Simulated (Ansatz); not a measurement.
A set of 12 reactions (ligand exchange), with CCSD(T)/CBS values in kJ/mol:

| reaction | ΔE |
| --- | --- |
| `CS[SiH2]O` + H₂Se → `CS[SiH2][SeH]` + H₂O | 28.7 |
| `[NH]=[Mo](=[NH])([F])[F]` + HCl → `[NH]=[Mo](=[NH])([F])[Cl]` + H–F | -22.8 |
| `C[SiH](O)P` + `N[SiH](O)F` → `C[Si@H](O)N[Si@@H](O)F` + PH₃ | -62.3 |
| `CN[SiH2][GaH2]` + `BN` → `B[NH][GaH2]` + `CN[SiH3]` | -34.1 |
| `[NH2][InH][Br]` + HBr → `[Br][InH][Br]` + NH₃ | -120.0 |
| `C[SiH]([AlH2])O[SiH3]` + HCl → `C[SiH]([AlH2])Cl` + `O[SiH3]` | 1.9 |
| `C[O][Zr]([CH3])([Cl])[Cl]` + HCl → `[CH3][Zr]([Cl])([Cl])[Cl]` + CH₃OH | -7.9 |
| `[BH2][AlH][O]C` + H₂S → `C[O][AlH][SH]` + BH₃ | -147.2 |
| `C[N](C)[GeH]` + CH₃OH → `C[O][GeH]` + `CNC` | 8.1 |
| `CO[SiH](N)Br` + CH₃OH → `CO[SiH](Br)OC` + NH₃ | -46.2 |
| `C[O][Y]([NH2])[O]C` + HCl → `C[O][Y]([Cl])[O]C` + NH₃ | -147.0 |
| `[F][Ti]([F])([Cl])[SeH]` + CH₃OH → `C[O][Ti]([F])([Cl])[SeH]` + H–F | -0.2 |

Gas-phase electronic energies from Ansatz, PBE0-D4/def2-TZVP geometries. CCSD(T)/CBS is the MP2 limit (def2-TZVPP, def2-QZVPP) plus CCSD(T) − MP2 in def2-TZVPP, frozen cores. This one scheme is used for every species. Functionals use def2-TZVPP. B3LYP here is the variant with VWN-RPA as its local correlation; programs differ in this. def2 core potentials past Kr. For Br, Ga, Ge, In, Mo, Se, Ti, Y, Zr outer-core shells are correlated without core-valence functions, which leaves a few kJ/mol of doubt a bond. Scalar relativity is left out up to krypton. One conformer a species, not always the lowest.

Problem. Give the mean, mean absolute and largest difference (level minus CCSD(T)/CBS, kJ/mol) for: PBE-D4, r2SCAN-D4, PBE0-D4, B3LYP-D4, ωB97X-V, ωB97M-V, B2PLYP, PBE, r2SCAN, PBE0, B3LYP, SCS-MP2/def2-TZVPP, CCSD/def2-TZVPP, MP2/CBS(def2). (Best estimate.)

Solution. Ansatz gave: 
```json
{"level": "PBE-D4", "mean": "5.7", "mean absolute": "8.9", "largest": "20.4"}
{"level": "r2SCAN-D4", "mean": "2.8", "mean absolute": "5.9", "largest": "18.1"}
{"level": "PBE0-D4", "mean": "2.5", "mean absolute": "6.8", "largest": "16.2"}
{"level": "B3LYP-D4", "mean": "2.8", "mean absolute": "5.0", "largest": "13.9"}
{"level": "ωB97X-V", "mean": "3.6", "mean absolute": "6.1", "largest": "20.4"}
{"level": "ωB97M-V", "mean": "2.4", "mean absolute": "5.4", "largest": "16.5"}
{"level": "B2PLYP", "mean": "1.9", "mean absolute": "3.9", "largest": "12.0"}
{"level": "PBE", "mean": "6.8", "mean absolute": "10.5", "largest": "20.9"}
{"level": "r2SCAN", "mean": "3.0", "mean absolute": "6.6", "largest": "19.9"}
{"level": "PBE0", "mean": "3.5", "mean absolute": "8.3", "largest": "16.9"}
{"level": "B3LYP", "mean": "4.6", "mean absolute": "7.7", "largest": "20.4"}
{"level": "SCS-MP2/def2-TZVPP", "mean": "-0.6", "mean absolute": "4.6", "largest": "-11.5"}
{"level": "CCSD/def2-TZVPP", "mean": "2.4", "mean absolute": "4.6", "largest": "10.3"}
{"level": "MP2/CBS(def2)", "mean": "-4.9", "mean absolute": "5.7", "largest": "-20.0"}
```

The largest T1 diagnostic in the set is 0.024, for `[F][Ti]([F])([Cl])[SeH]` (customary mark 0.02).

CCSD(T)/CBS is a level of theory with its own doubt, and the functionals carry their triple-zeta basis error, so these figures describe this set and don't rank the functionals.
